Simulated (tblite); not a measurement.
C6H5NO2.
Numbering: `[CH3:1][C:2]1=[CH:3][O:4][C:5]([C:6]#[N:7])=[CH:8][O:9]1` (hydrogens: H10, H11, H12 on C1; H13 on C3; H14 on C8)

Computed with GFN2-xTB (tblite): harmonic, unscaled wavenumbers at the GFN2-xTB geometry, gas phase. This tight-binding method is rough: wavenumbers can miss measured ones by several per cent, in bad cases by 10 to 20.

Harmonic wavenumbers (cm⁻¹): 37.6, 122.0, 137.3, 191.1, 268.4, 309.7, 398.7, 399.6, 488.2, 521.5, 559.7, 582.4, 690.2, 788.2, 799.9, 817.1, 907.2, 969.3, 1016.0, 1033.5, 1106.0, 1201.1, 1213.0, 1235.9, 1267.3, 1396.4, 1449.0, 1466.2, 1669.9, 1772.6, 2366.1, 3010.0, 3025.3, 3071.8, 3118.0, 3136.6.

A = 5423, B = 1035, C = 873.6 MHz; mass 123.032 u (most abundant isotopes); point group Cs, symmetry number 1.

What is the zero-point energy?

Half the sum of the wavenumbers: 21271 cm⁻¹ = 60.82 kcal/mol.

Give the ideal-gas entropy at 273.15 K and 1 bar in the rigid-rotor, harmonic-oscillator model (classical rotation).

Translation 39.93, rotation 28.31, vibration 20.27: S = 88.5 cal/(mol K).

And Cp and H(273.15 K) − H(0)?

Cp = 30.40 cal/(mol K), of which vibrations give 22.45 (their classical limit is 36 R = 71.5); H(273.15 K) − H(0) = 5.16 kcal/mol without the zero-point energy, 2.99 from vibrations.

Which modes carry the vibrational entropy at 273.15 K?

37.6 cm⁻¹: 5.21; 122.0 cm⁻¹: 2.90; 137.3 cm⁻¹: 2.67; 191.1 cm⁻¹: 2.06; 268.4 cm⁻¹: 1.46; 309.7 cm⁻¹: 1.22 cal/(mol K); the other 30 give 4.75 together.

Blend soft modes into free rotors: weight 1/[1 + (100 cm⁻¹/ν̃)⁴] for the oscillator and the rest for a rotor with moment μB/(μ + B), μ = h/(8π²ν), B = 10⁻⁴⁴ kg m². What vibrational entropy results?

18.70 cal/(mol K) in place of 20.27, which changes −T·S at 273.15 K by +0.43 kcal/mol.

What must be added to the electronic energy to get the Gibbs energy at 273.15 K and 1 bar?

ZPE + [H(273.15 K) − H(0)] − T·S = 60.82 + 5.16 − 24.18 = 41.80 kcal/mol.

How do the functions run with temperature in this model?

```tsv
T (K)	S (cal/(mol K))	Cp (cal/(mol K))	H − H(0) (kcal/mol)	G − H(0) (kcal/mol)	ln q(vib)
50	57.2	11.5	0.47	-2.39	0.47
100	66.5	15.8	1.16	-5.49	1.32
298.15	91.3	32.4	5.95	-21.26	5.20
373.15	99.1	38.0	8.59	-28.41	6.72
500	111.4	45.8	13.93	-41.77	9.28
750	132.1	56.3	26.80	-72.30	14.13
1000	149.3	62.8	41.75	-107.55	18.59
```

q(vib) and H(0) count from the zero-point level.

Hindered rotation and anharmonicity are outside this model.
